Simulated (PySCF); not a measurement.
# Co: excitation energy

Co [Ar] 3d7 4s2 (4F) → Co [Ar] 3d9 (2D), as a difference of total energies. All numbers are calculated (PySCF 2.14, no relativity, point nucleus, in dyall-av2z). Correlated levels: valence: [Ar] frozen; virtual orbitals above 40 to 60 times the deepest correlated orbital energy dropped. The calculations carry no spin-orbit coupling.

| method | excitation energy (cm⁻¹) |
| --- | --- |
| UHF | 57928 |
| LDA | 11731 |
| PBE | 15485 |
| PBE0 | 24436 |
| r2SCAN | 23960 |
| HSE06 | 24779 |
| MP2 (valence) | 13888 |
| SCS-MP2 (valence) | 18289 |

A first-order spin-orbit estimate (lowest level to lowest level, LS coupling) adds 0.043 eV.
